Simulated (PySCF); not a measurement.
Electronic absorption of C4H9BO3

C4H9BO3.
SMILES: `CO[C@@H]1COB(C)O1`

Method used: TDDFT CAM-B3LYP/def2-SVPD, vertical, gas phase, core orbitals frozen in the response in PySCF. The structure is a single PBE0-D3(BJ)/def2-SVP conformer in the gas phase; no vibrational or solvent corrections. Torsions of this conformer, `[CH3:1][O:2][C@@H:3]1[CH2:4][O:5][B:6]([CH3:7])[O:8]1`: C1–O2–C3–C4 -178°.

List the vertical singlet excitations with oscillator strengths and describe the spectrum.

```csv
state,E (eV),E (hartree),f,"main configurations (H = HOMO, L = LUMO)"
S1,7.85,0.2884,0.0065,"H→L (55%), H→L+1 (20%), H-1→L (15%)"
S2,7.94,0.2916,0.012,"H-1→L (69%), H→L+1 (14%)"
S3,8.46,0.3110,0.055,"H→L+1 (34%), H→L+2 (19%), H→L (15%)"
S4,8.59,0.3157,0.025,"H-1→L+1 (21%), H→L+1 (15%), H→L+2 (14%)"
S5,8.65,0.3180,0.020,"H→L+2 (47%), H-1→L+2 (13%), H-1→L+3 (9%)"
S6,8.75,0.3215,0.024,H-2→L (62%)
S7,8.86,0.3258,0.032,"H→L+3 (62%), H→L+5 (9%)"
S8,9.02,0.3316,0.027,"H-1→L+3 (30%), H-1→L+1 (17%), H-1→L+4 (15%)"
S9,9.10,0.3343,0.0075,"H-3→L (29%), H-1→L+2 (16%), H-1→L+1 (14%)"
S10,9.18,0.3374,0.027,H→L+4 (60%)
```

Triplets (Tamm–Dancoff): T1 7.61 eV, H-1→L (22%), H→L (22%), H-1→L+4 (14%); T2 7.71 eV, H→L (34%), H→L+1 (24%), H-1→L+4 (11%); T3 7.85 eV, H-1→L (50%), H-1→L+4 (18%), H-1→L+3 (10%); T4 8.29 eV, H→L+2 (26%), H→L+1 (19%), H→L (15%).

The lowest singlet comes at 158 nm (757 kJ/mol) in the vacuum ultraviolet; it is weak; its leading configuration is HOMO→LUMO (55%). The most intense listed level is S3 at 8.46 eV (146 nm, f = 0.055), 0.62 eV above S1. Löwdin shares by element: HOMO oxygen 54% or more, carbon 18% or more, hydrogen 6% or more (atoms not listed hold the other 22%); LUMO boron 46%, carbon 11% or more, oxygen 5% or more (atoms not listed hold the other 37%). The oscillator strengths of these states sum to 0.234; summed over the whole spectrum of an exact calculation they would give the number of electrons, 62 (Thomas–Reiche–Kuhn). The listed states span 1.33 eV, and the widest gap between neighbours is 0.53 eV (S2 to S3). Of the 10 states listed, 8 reach f = 0.01 and none stays under 0.0005. All these states lie below the vertical ionisation energy of 10.52 eV (ΔSCF). The window holds the lowest 10 singlets.

Without π bonds the low states are Rydberg-like; a valence basis with one diffuse set may place them up to an eV too high.
